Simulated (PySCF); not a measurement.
Stepwise substitution at one centre (Sn Br-C2H5). Gas-phase values, no solvent. One relaxed conformer stands for each flexible species; it need not be the lowest. Strings in code marks are SMILES.

The HOMO–LUMO gap from two functionals at the same geometries (B3LYP-D3(BJ)/def2-SVP), both in PySCF: PBE-D3(BJ)/def2-TZVP and B3LYP-D3(BJ)/def2-TZVP. B3LYP has the VWN-RPA correlation part, as in Gaussian. 

```csv
species,PBE-D3(BJ)/def2-TZVP (eV)
0 of 4 Br replaced by C2H5,3.03
"2 of 4 Br replaced by C2H5 (`C[CH2][Sn]([Br])([Br])[CH2]C` (C–C–Sn–Br torsion 165°, Br–Sn–C–C torsion -58°))",4.28
4 of 4 Br replaced by C2H5,5.56
```

Task: What does B3LYP-D3(BJ)/def2-TZVP give for each?

Result: 
- 0 of 4 Br replaced by C2H5: 4.55
- 2 of 4 Br replaced by C2H5 (`C[CH2][Sn]([Br])([Br])[CH2]C` (C–C–Sn–Br torsion 165°, Br–Sn–C–C torsion -58°)): 5.81
- 4 of 4 Br replaced by C2H5: 7.02
Over these rows, drawn at random from the members with no instability flagged (it was tested for open shells, ions and some series alone), PBE minus B3LYP-D3(BJ): mean -1.50 eV, from -1.52 eV to -1.46 eV.
